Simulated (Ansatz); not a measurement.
```yaml
atoms:
  - { symbol: Mg, position_ang: [0.0000, 0.0000, -0.7550] }
  - { symbol: O, position_ang: [0.0000, 0.0000, 1.1325] }
```

Basis set: def2-TZVP (spherical functions). Correlated methods keep 2 orbitals frozen. Charge 0, multiplicity 1.

Computed with Ansatz (development build ahead of 0.2.0); each method stands on the lowest determinant of its kind that the runs found. Restricted open shells among the atoms or ions are ROHF, correlated in semicanonical orbitals with singles.

The atomization energy at this shape (free ground-state atoms in the same class of orbitals less the molecule, no zero-point energy) of singlet MgO:

```json
{"method": "RHF-MP2", "atomization energy": "2.72 eV"}
```

Question: What does RHF give?

Answer: -1.34 eV. Caution: in another basis set an unrestricted determinant lies well below; the shape is not the minimum. Caution for RHF: the molecule lies well above its atoms at this level.
